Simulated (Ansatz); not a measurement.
Reaction (formal exchange of groups at a B–C bond): `BC(F)CCl` + `COC(C)F` → `BOC(C)F` + `CC(F)CCl`

Program: Ansatz. Geometries: PBE0-D4/def2-TZVP. ΔE: electronic, gas phase. CBS: MP2 limit from def2 TZ/QZ plus the TZ coupled-cluster correction, frozen cores. Functionals use def2-TZVPP. One conformer a species, not always the lowest.

**Question.** Is it downhill or uphill in electronic energy at CCSD(T)/CBS, and by how much? (Best estimate.)

**Answer.** Ansatz gave: Downhill: ΔE = -2.16 eV.

**Question.** What do these levels give: PBE-D4, ωB97X-V, ωB97M-V, PBE, r2SCAN, PBE0, HF/def2-TZVPP, CCSD(T)/def2-TZVPP, MP2/def2-QZVPP, HF/CBS(def2), MP2/CBS(def2), CCSD/CBS(def2)? (Estimate.)

**Answer.** Ansatz gave: PBE-D4 -2.06, ωB97X-V -2.08, ωB97M-V -2.12, PBE -2.05, r2SCAN -2.11, PBE0 -2.08, HF/def2-TZVPP -2.11, CCSD(T)/def2-TZVPP -2.17, MP2/def2-QZVPP -2.22, HF/CBS(def2) -2.12, MP2/CBS(def2) -2.22, CCSD/CBS(def2) -2.15 eV.

Largest T1 diagnostic among the species: 0.013.

In def2-TZVPP, CCSD(T) changes the Hartree–Fock value by −0.05 eV (the triples alone add −0.01 eV) and MP2 by −0.11 eV. From PBE to PBE0 (25 % exact exchange), in def2-TZVPP and without D4, ΔE moves by −0.03 eV.
